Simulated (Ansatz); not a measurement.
`[GaH2][NH]B1CS1`, relaxed with RKS PBE0-D4/def2-TZVP in Ansatz 0.2.0 from a GFN2-xTB geometry. The force threshold is 0.005 eV/Å; the program also tests the step.

Total charge 0; spin multiplicity 1.

Start:

```xyz
10

Ga    0.955   -0.407   -1.907
N     0.419    0.746   -0.547
B    -0.263    0.546    0.655
C    -0.926   -0.449    1.616
S    -0.919    1.358    2.068
H     0.665   -1.931   -1.848
H     1.690    0.296   -3.089
H     0.663    1.722   -0.726
H    -1.927   -0.831    1.461
H    -0.359   -1.050    2.316
```

| step | energy (eV) | largest force (eV/Å) | largest move (Å) |
| --- | --- | --- | --- |
| 1 | -66486.5638 | 0.399 | 0.000 |
| 2 | -66486.5905 | 0.236 | 0.113 |
| 3 | -66486.6016 | 0.111 | 0.097 |
| 4 (rejected) | -66486.5583 | 0.799 | 0.195 |
| 5 | -66486.6114 | 0.057 | 0.093 |
| 6 | -66486.6136 | 0.052 | 0.041 |
| 7 | -66486.6145 | 0.034 | 0.046 |
| 8 | -66486.6149 | 0.012 | 0.010 |
| 9 (rejected) | -66486.6149 | 0.017 | 0.003 |
| 10 | -66486.6149 | 0.005 | 0.001 |

End:

```xyz
10

Ga    0.908   -0.392   -1.815
N     0.430    0.878   -0.555
B    -0.244    0.601    0.630
C    -0.878   -0.482    1.507
S    -0.927    1.290    2.110
H     0.508   -1.860   -1.489
H     1.661    0.148   -3.071
H     0.671    1.843   -0.728
H    -1.859   -0.891    1.282
H    -0.271   -1.135    2.128
```

Hardware: 2 threads of an AMD EPYC 7R13 on a shared host and a share of an NVIDIA H100 80 GB. Wall time 33 s, peak host memory 0.89 GiB.
